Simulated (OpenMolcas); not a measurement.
# The standard entropy of HBr (hydrogen bromide) from a frequency calculation

A linear singlet with charge 0, relaxed at HF/cc-pVTZ (OpenMolcas 26.06):

```xyz
2

Br   -0.5979    0.2160   -0.3024
H     0.5979   -0.2160    0.3024
```

Harmonic wavenumbers in cm⁻¹: 2789.

Masses in u: Br 79.904, H 1.008. Take T = 298.15 K, p = 1 bar, R = 8.3145 J/(mol K), kT/hc = 207.22 cm⁻¹, rigid rotor and harmonic oscillator.

Task: Work out S° at 298 K.

Result: 
1. Translation (Sackur–Tetrode): S = R[3/2 ln M + 5/2 ln T − 1.1517] with M = 80.912 gives 163.6 J/(mol K).
2. Rotation: the moment of inertia is 1.973 u Å², so B = 16.8576/I = 8.5428 cm⁻¹; σ = 1; q = kT/(σhcB) = 24.3; S = R(ln q + 1) = 34.8.
3. Vibration: with u = ν̃/207.22, each mode gives R[u/(eᵘ − 1) − ln(1 − e⁻ᵘ)]; the sum is 0.0.
4. Spin: R ln 1 = 0.0.
5. Sum: 163.6 + 34.8 + 0.0 + 0.0 = 198.4 J/(mol K).

The tabulated value is 198.7 J/(mol K) (CRC Handbook of Chemistry and Physics): the model is off by -0.3.
